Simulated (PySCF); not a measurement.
**A PySCF run on TaCl**

State: quintet, unpaired electrons σ ↑, π ↑, δ ↑↑.

An equivalent input (the run itself took its basis sets from the Basis Set Exchange, started from a PBE0 density and held the occupation σ 8α 7β, πx 3α 3β, πy 4α 3β, δx 1α 0β, δy 1α 0β):

```python
from pyscf import gto, dft
mol = gto.M(atom='Ta 0 0 0; Cl 0 0 2.3', basis={'Ta': 'def2-TZVPPD', 'Cl': 'def2-TZVPPD'}, ecp={'Ta': 'def2-TZVPPD'},
            charge=0, spin=4, verbose=4, symmetry='C2v')
mf = dft.UKS(mol, xc='TPSS')
mf.grids.atom_grid = (80, 434)
mf.grids.prune = dft.gen_grid.treutler_prune
mf.irrep_nelec = {'A1': (9, 7), 'A2': (1, 0), 'B1': (3, 3), 'B2': (4, 3)}
mf.conv_tol = 1e-9
mf.max_cycle = 60
mf.diis_space = 10
mf.kernel()
```

The log (some set-up lines and the per-cycle HOMO/LUMO lines removed):

```
******** <class 'pyscf.dft.uks_symm.SymAdaptedUKS'> ********
method = SymAdaptedUKS
damping factor = 0
level_shift factor = 0
DIIS = <class 'pyscf.scf.diis.CDIIS'>
diis_start_cycle = 1
diis_space = 10
diis_damp = 0
SCF conv_tol = 1e-09
SCF conv_tol_grad = None
SCF max_cycles = 60
number electrons alpha = 17  beta = 13
Set gradient conv threshold to 3.16228e-05
init E= -517.168067992557
cycle= 1 E= -517.169169984836  delta_E= -0.0011  |g|= 0.014  |ddm|= 0.0857
cycle= 2 E= -517.16880197546  delta_E= 0.000368  |g|= 0.0285  |ddm|= 0.0442
cycle= 3 E= -517.169293610804  delta_E= -0.000492  |g|= 0.00328  |ddm|= 0.0286
cycle= 4 E= -517.169299272579  delta_E= -5.66e-06  |g|= 0.00104  |ddm|= 0.00525
cycle= 5 E= -517.169299818387  delta_E= -5.46e-07  |g|= 0.000194  |ddm|= 0.00115
cycle= 6 E= -517.16929984396  delta_E= -2.56e-08  |g|= 5.1e-05  |ddm|= 0.000255
cycle= 7 E= -517.169299845186  delta_E= -1.23e-09  |g|= 1.92e-05  |ddm|= 8.89e-05
cycle= 8 E= -517.169299845436  delta_E= -2.5e-10  |g|= 3.9e-06  |ddm|= 3.21e-05
Extra cycle  E= -517.169299845424  delta_E= 1.15e-11  |g|= 5.91e-06  |ddm|= 1.05e-05
converged SCF energy = -517.169299845424  <S^2> = 6.0073184  2S+1 = 5.0029265
```

Repeating this along the bond gives Re = 2.303 Å and ωe = 366 cm⁻¹.

A point of this curve took 2.9 CPU seconds beside 0.63 for the integrals, on Arm Neoverse V2 (shared host).

Spin–orbit coupling is left out. The state is the lowest single determinant that the PBE0 search found; with open d or f shells the true ground state can be another one.
